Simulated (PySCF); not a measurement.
I6Y2, SMILES [I]1[Y]2([I][Y]12([I])[I])([I])[I] (connectivity only; charge and spin as stated), neutral, multiplicity 1. Heavy atoms are numbered as in [Y:1]12([I:5])([I:6])[Y:2]([I:7])([I:8])([I:3]1)[I:4]2.

Geometry optimised at B3LYP-D3(BJ)/def2-SVP. The multiplicity is an assumed one; other spin states were not compared. The def2 effective core potentials stand for the cores of I, Y; spin–orbit coupling is left out.

Method: PySCF with CAM-B3LYP/def2-SVP.

ESP charges are fitted to the potential on shells at 1.4 to 2.0 van der Waals radii. Atomic charges (e), one atom of each kind:

```json
[
 {"atom": "Y1", "ESP fit": "0.53", "Mulliken": "0.74"},
 {"atom": "I3", "ESP fit": "-0.09", "Mulliken": "-0.27"},
 {"atom": "I5", "ESP fit": "-0.22", "Mulliken": "-0.24"}
]
```
